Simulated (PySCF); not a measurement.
Electron correlation in Al (aluminium, neutral)

Starting occupation: [Ne] 3s1 3p1 4s1, 3s1/2 with m_j = +1/2, 3p3/2 with m_j = +3/2, 4s1/2 with m_j = +1/2. All numbers are calculated (PySCF 2.14, X2C-1e with screened-nucleus spin-orbit coupling, Gaussian nucleus, in x2c-SVPall-2c with one added diffuse shell each of s, p type (5s5p1d, 25 functions)). Frozen: [Ne]; 3 electrons correlated.

MP2 pair energies summed by pair of shells (mhartree):

| pair | energy | share (%) |
| --- | --- | --- |
| 3p-3s | -2.66 | 50.4 |
| 3p-4s | -1.41 | 26.7 |
| 3s-4s | -1.21 | 22.9 |

Total MP2 correlation energy: -5.27 mhartree.

The GHF reference relaxed away from the jj start to a determinant that is no pure jj level (⟨S²⟩ = 3.75, ⟨J²⟩ = 8.75); the energies belong to that determinant.
